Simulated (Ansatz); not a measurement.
Computed with Ansatz on PBE0-D4/def2-TZVP structures; ΔE is electronic, products minus reactants. CBS: MP2 limit from def2 TZ/QZ plus the TZ coupled-cluster correction, frozen cores. This one scheme is used for every species. Functionals use def2-TZVPP. HSE06 is defined as in plane-wave codes. For Ga, Se outer-core shells are correlated without core-valence functions, which leaves a few kJ/mol of doubt a bond. Scalar relativity is left out up to krypton.

Reaction (cleavage of the Ga–P bond): `[PH2][GaH2]` + `C[SeH]` → `C[Se][GaH2]` + PH₃

| level | ΔE (kcal/mol) | difference from CCSD(T)/CBS |
| --- | --- | --- |
| PBE-D4 | -14.9 | 1.3 |
| B97M-V | -14.5 | 1.7 |
| r2SCANh-D4 | -15.6 | 0.6 |
| HSE06-D4 | -15.0 | 1.2 |
| BHLYP-D4 | -16.5 | -0.3 |
| CAM-B3LYP-D4 | -15.7 | 0.5 |
| ωB97M-V | -15.5 | 0.7 |
| PBE | -14.5 | 1.7 |
| revPBE | -14.1 | 2.1 |
| r2SCAN | -15.5 | 0.7 |
| HF/def2-SVP | -16.0 | 0.2 |
| MP2/def2-SVP | -16.9 | -0.7 |
| HF/def2-TZVPP | -16.3 | -0.1 |
| SCS-MP2/def2-TZVPP | -16.3 | -0.1 |
| CCSD(T)/def2-TZVPP | -15.8 | 0.4 |
| CCSD/CBS(def2) | -16.0 | 0.2 |
| CCSD(T)/CBS | -16.2 | 0 |

Largest T1 diagnostic among the species: 0.014.

Leaving LDA and LC-ωPBE aside and taking each functional with its dispersion term where it has one, the values spread over 2.0 kcal/mol, from BHLYP-D4 to B97M-V.
